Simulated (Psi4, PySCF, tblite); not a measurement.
Two rigid molecules brought together: O2S ··· COS (SMILES O=S=O and O=C=S). Monomers: optimised at B3LYP-D3(BJ) (def2-TZVP), held rigid. Orientation: lowest of the rigid-body minima from ten starts at GFN2-xTB (searched outside a hard wall at short contacts). The monomers approach along the line of their centres of mass (distance R); nothing else relaxes. The shortest distances reach bonding range, where SAPT0 and rigid monomers are unreliable.

Levels of theory: RHF/LANL2DZ = restricted Hartree-Fock/LANL2DZ, with its core potentials past Ne, no counterpoise correction in PySCF 2.14.0; GFN2-xTB (tblite); RKS-B3LYP/3-21G = PySCF with restricted B3LYP/3-21G, no counterpoise correction; SAPT0/jun-cc-pVDZ, frozen core (Psi4).

Interaction energies in kcal/mol; the last columns give the difference from SAPT0:

```csv
R / Å,RHF/LANL2DZ,GFN2-xTB,RKS-B3LYP/3-21G,SAPT0/jun-cc-pVDZ,RHF/LANL2DZ − SAPT0/jun-cc-pVDZ,GFN2-xTB − SAPT0/jun-cc-pVDZ,RKS-B3LYP/3-21G − SAPT0/jun-cc-pVDZ
3.26,18.17,-0.85,17.93,12.87,5.30,-13.71,5.07
3.46,6.84,-4.78,6.56,5.08,1.75,-9.86,1.48
3.66,0.98,-5.61,0.65,0.75,0.23,-6.36,-0.10
3.89,-1.89,-5.01,-2.30,-1.51,-0.38,-3.50,-0.79
4.07,-2.62,-4.24,-3.01,-2.14,-0.48,-2.10,-0.88
4.36,-2.61,-3.08,-2.74,-2.18,-0.42,-0.90,-0.56
4.68,-2.08,-2.19,-1.78,-1.78,-0.30,-0.41,0.00
5.13,-1.39,-1.43,-0.76,-1.19,-0.20,-0.24,0.43
5.87,-0.73,-0.75,-0.26,-0.61,-0.12,-0.14,0.36
6.89,-0.35,-0.33,-0.12,-0.28,-0.07,-0.05,0.16
8.18,-0.16,-0.13,-0.05,-0.12,-0.04,-0.01,0.07
```

RHF/LANL2DZ is furthest from SAPT0/jun-cc-pVDZ at 3.26 (5.30 kcal/mol, above); its mean absolute difference over the points is 0.85 kcal/mol.

GFN2-xTB is furthest from SAPT0/jun-cc-pVDZ at 3.26 (-13.71 kcal/mol, below); its mean absolute difference over the points is 3.39 kcal/mol.

RKS-B3LYP/3-21G is furthest from SAPT0/jun-cc-pVDZ at 3.26 (5.07 kcal/mol, above); its mean absolute difference over the points is 0.90 kcal/mol.
